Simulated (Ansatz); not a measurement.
Geometry optimisation, RKS BHLYP-D4/def2-SVP in Ansatz.

Input file:

```yaml
crystal:
  periodic: [false, false, false]
  atoms:
    - { symbol: W, position_ang: [0.319304, 0.007079, -0.241709] }
    - { symbol: F, position_ang: [-0.672585, 0.816712, 2.526006] }
    - { symbol: Cl, position_ang: [2.332698, -0.803369, -1.260666] }
    - { symbol: H, position_ang: [-0.39728, 1.442523, 0.194663] }
    - { symbol: F, position_ang: [-1.488323, -0.411417, -0.320528] }
    - { symbol: O, position_ang: [0.469186, -1.479909, 0.867652] }
    - { symbol: H, position_ang: [0.858258, -2.329231, 0.645076] }
    - { symbol: Cl, position_ang: [-0.007538, 0.918644, -2.314655] }
    - { symbol: O, position_ang: [1.525296, 1.026629, 0.851541] }
    - { symbol: H, position_ang: [2.385471, 0.614971, 0.972644] }
    - { symbol: H, position_ang: [0.149013, 1.227969, 2.564977] }
basis:
  gaussian: { orbitals: def2-SVP }
hamiltonian:
  xc: { name: BHLYP }
  dispersion: d4
relax:
  f_tol: 0.03
  max_steps: 50
```

Run as:

```bash
$ ansatz run input.yaml --threads 4 --pin off --max-ram 5120MiB --backend cpu --events-out ev --progress --plain --runs-dir out
```

Where does it end, and by what steps?

It did not converge within its limit. After 49 steps the energy has fallen by 0.443 eV; F5 moved furthest, 2.13 Å.

```tsv
step	energy less start (eV)	largest force component (eV/Å)	accepted
0	0.0000	0.530	yes
2	-0.0427	0.511	yes
4	-0.0478	0.133	yes
6	-0.0504	0.081	yes
8	-0.0501	1.024	no
10	-0.0583	0.496	yes
12	-0.0647	0.890	yes
14	-0.0863	1.170	yes
16	-0.1199	0.308	yes
18	-0.1281	0.111	yes
20	-0.1372	0.112	yes
22	-0.1459	0.228	yes
24	-0.1542	0.424	yes
26	-0.1716	0.211	yes
28	-0.1768	0.123	yes
30	-0.1807	0.228	yes
32	-0.1833	0.606	yes
34	-0.1997	0.161	yes
36	-0.2051	0.135	yes
38	-0.2084	0.088	yes
40	-0.2125	0.345	yes
42	-0.2239	0.348	yes
44	-0.2337	0.941	yes
46	-0.2912	0.437	yes
48	-0.3614	1.001	yes
49	-0.4435	0.303	yes
```

```xyz
11
Properties=species:S:1:pos:R:3
W 0.409 -0.176 -0.466
F -0.127 0.597 2.825
Cl 2.602 -0.437 -1.240
H -0.647 0.649 0.511
F -0.218 -1.419 -1.703
O -0.033 -1.394 0.841
H -0.286 -1.184 1.757
Cl -0.442 1.463 -1.812
O 1.371 0.949 0.802
H 2.323 1.025 0.731
H 0.521 0.956 2.238
```

Run time: 110 s on 4 threads of Intel(R) Xeon(R) 6975P-C (Granite Rapids), with other jobs on the host, peak memory 0.49 GiB.
